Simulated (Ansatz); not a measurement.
How methods differ on GeH2 (SMILES [GeH2])

GeH2: 3 atoms, total charge 0, spin state singlet. SMILES: `[GeH2]`. Geometry: relaxed at PBE0-D4/def2-TZVP.

```xyz
3

Ge   -0.5701    0.4051   -0.2637
H     0.7830    0.7436    0.5090
H    -0.2129   -1.1487   -0.2453
```

Each level gives the energy change with the Ge1–H3 bond stretched from 1.594 to 3.189 Å (eV). The values are calculated.

```
                      level                    kind  program  value (eV)  less FCI/STO-3G
     HF/STO-3G (restricted)            Hartree–Fock   Ansatz        7.45            +3.47
  SVWN5/STO-3G (restricted)                     LDA   Ansatz        5.55            +1.57
 r2SCAN/STO-3G (restricted)                meta-GGA   Ansatz        5.65            +1.67
  BHLYP/STO-3G (restricted)           global hybrid   Ansatz        6.44            +2.46
wB97M-V/STO-3G (restricted)  range-separated hybrid   Ansatz        6.42            +2.44
 B2PLYP/STO-3G (restricted)           double hybrid   Ansatz        5.52            +1.54
    MP2/STO-3G (restricted)     perturbation theory   Ansatz        5.48            +1.50
   CCSD/STO-3G (restricted)   coupled cluster or CI   Ansatz        3.98             0.00
 CCSDTQ/STO-3G (restricted)   coupled cluster or CI   Ansatz        3.98             0.00
                 FCI/STO-3G      exact in the basis   Ansatz        3.98             0.00
```

FCI/STO-3G is exact within its basis and frozen core, so for wave-function methods in that basis the difference is their error; functionals converge differently with the basis, so for them it is only a difference. A spin-restricted reference rises too steeply as a bond breaks; here HF/STO-3G, SVWN5/STO-3G, r2SCAN/STO-3G, BHLYP/STO-3G, wB97M-V/STO-3G, B2PLYP/STO-3G, MP2/STO-3G lie well above the multireference or unrestricted value. All-electron rows without a relativistic Hamiltonian named are non-relativistic. The first shape isn't each level's own minimum. The values span 3.98 to 7.45 eV. All rows use very small basis sets, so none should be taken for the real molecule's value. In the correlated wave-function rows the outer d shell of Ge is correlated, in sets not made for it.
